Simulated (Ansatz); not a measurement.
Frontier orbitals of Cl2H2O2Si2.

Z-matrix (Å, degrees):
```
Si
O 1 1.666
Si 1 2.354 2 45.1
O 1 1.666 2 90.1 3 -0.4
Cl 1 2.022 2 113.9 3 115.9
H 1 1.468 2 114.8 3 -118.0
Cl 3 2.022 1 124.7 2 90.3
H 3 1.468 1 126.7 2 -89.7
```

Charge 0, multiplicity 1. The structure was optimised at the PBE0-D4/def2-TZVP level. Basis def2-TZVPP, Ansatz 0.2.0.

```json
{"functional": "B97M-V", "HOMO (eV)": "-8.63", "LUMO (eV)": "-1.09"}
```

(1) Give HOMO and LUMO (eV) with LDA (SPW92), PBE, revPBE, BLYP, r2SCAN, PBE0, B3LYP, r2SCANh, r2SCAN0, HSE06 (plane-wave form), BHLYP, CAM-B3LYP, LC-ωPBE, ωB97X-V, ωB97M-V, HF. (Best estimate.)

Results:

(1) The calculation gave: 
```json
{"functional": "LDA (SPW92)", "HOMO": "-8.31", "LUMO": "-1.68"}
{"functional": "PBE", "HOMO": "-8.14", "LUMO": "-1.37"}
{"functional": "revPBE", "HOMO": "-8.07", "LUMO": "-1.24"}
{"functional": "BLYP", "HOMO": "-7.98", "LUMO": "-1.19"}
{"functional": "r2SCAN", "HOMO": "-8.54", "LUMO": "-1.00"}
{"functional": "PBE0", "HOMO": "-9.61", "LUMO": "-0.47"}
{"functional": "B3LYP", "HOMO": "-9.34", "LUMO": "-0.65"}
{"functional": "r2SCANh", "HOMO": "-9.09", "LUMO": "-0.69"}
{"functional": "r2SCAN0", "HOMO": "-9.86", "LUMO": "-0.24"}
{"functional": "HSE06 (plane-wave form)", "HOMO": "-9.21", "LUMO": "-0.85"}
{"functional": "BHLYP", "HOMO": "-10.90", "LUMO": "0.52"}
{"functional": "CAM-B3LYP", "HOMO": "-10.99", "LUMO": "0.60"}
{"functional": "LC-ωPBE", "HOMO": "-12.43", "LUMO": "1.78"}
{"functional": "ωB97X-V", "HOMO": "-12.05", "LUMO": "1.65"}
{"functional": "ωB97M-V", "HOMO": "-11.87", "LUMO": "1.40"}
{"functional": "HF", "HOMO": "-12.98", "LUMO": "2.93"}
```

B3LYP here is the variant with VWN-RPA as its local correlation; programs differ in this. LC-ωPBE has ω = 0.4 bohr⁻¹. Positive LUMOs are unbound and depend on the basis.
